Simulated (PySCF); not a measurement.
Isomers of C3H10GeSi. Computed with TDDFT CAM-B3LYP/def2-SVPD, vertical, gas phase, core orbitals frozen in the response in PySCF. Geometries: PBE0-D3(BJ)/def2-SVP; one conformer of each isolated species. Triplets are in the Tamm–Dancoff approximation. 'Strongest' means the level of largest summed f among the lowest 10 singlets; it needn't be the same kind of state in each. Relativistic effects are left out although some hold elements past zinc.

Question: Rank by computed HOMO energy, highest first.
A. `C=[C](C)[GeH2][SiH3]`
B. `C=C[SiH2][CH2][GeH3]`
C. `C=C[CH2][GeH2][SiH3]`
D. `C=C[Si@H](C)[GeH3]`
E. `[SiH3][GeH2][CH]1CC1`

Answer: C (-8.39 eV), A (-8.62 eV), E (-8.95 eV), D (-9.08 eV), B (-9.24 eV).

```json
{"SMILES": "C=C[CH2][GeH2][SiH3]", "HOMO (eV)": "-8.39", "gap (eV)": "9.26", "T1 (eV)": "4.18", "strongest (eV)": "6.69", "first f ≥ 0.01 (nm)": "185", "S1 mainly": "H→L (33%)"}
{"SMILES": "C=[C](C)[GeH2][SiH3]", "HOMO (eV)": "-8.62", "gap (eV)": "9.44", "T1 (eV)": "4.21", "strongest (eV)": "6.95", "first f ≥ 0.01 (nm)": "192", "S1 mainly": "H→L (62%)"}
{"SMILES": "[SiH3][GeH2][CH]1CC1", "HOMO (eV)": "-8.95", "gap (eV)": "10.01", "T1 (eV)": "6.39", "strongest (eV)": "7.56", "first f ≥ 0.01 (nm)": "175", "S1 mainly": "H→L (53%)"}
{"SMILES": "C=C[Si@H](C)[GeH3]", "HOMO (eV)": "-9.08", "gap (eV)": "9.66", "T1 (eV)": "4.22", "strongest (eV)": "7.09", "first f ≥ 0.01 (nm)": "177", "S1 mainly": "H→L (66%)"}
{"SMILES": "C=C[SiH2][CH2][GeH3]", "HOMO (eV)": "-9.24", "gap (eV)": "9.94", "T1 (eV)": "4.22", "strongest (eV)": "7.19", "first f ≥ 0.01 (nm)": "173", "S1 mainly": "H-1→L (67%)"}
```

H and L stand for HOMO and LUMO.

- `C=C[CH2][GeH2][SiH3]`: Löwdin shares by element: HOMO carbon 73%, germanium 10% (atoms not listed hold the other 17%); LUMO germanium 26%, carbon 24% or more, hydrogen 11% or more (atoms not listed hold the other 40%).
- `C=[C](C)[GeH2][SiH3]`: Löwdin shares by element: HOMO carbon 55% or more, germanium 12%, silicon 12% (atoms not listed hold the other 22%); LUMO carbon 31% or more, germanium 22%, silicon 14% (atoms not listed hold the other 33%).
- `[SiH3][GeH2][CH]1CC1`: Löwdin shares by element: HOMO silicon 26%, carbon 25% or more, germanium 25% (atoms not listed hold the other 24%); LUMO germanium 34%, hydrogen 19% or more, silicon 14% (atoms not listed hold the other 33%).
- `C=C[Si@H](C)[GeH3]`: Löwdin shares by element: HOMO germanium 33%, silicon 26%, carbon 14% or more (atoms not listed hold the other 27%); LUMO carbon 62%, silicon 11% (atoms not listed hold the other 27%).
- `C=C[SiH2][CH2][GeH3]`: Löwdin shares by element: HOMO carbon 71% or more, silicon 9%, hydrogen 5% or more; LUMO carbon 67% or more, silicon 10%, hydrogen 6% or more (atoms not listed hold the other 18%).

Without π bonds the low states are Rydberg-like; a valence basis with one diffuse set may place them up to an eV too high.
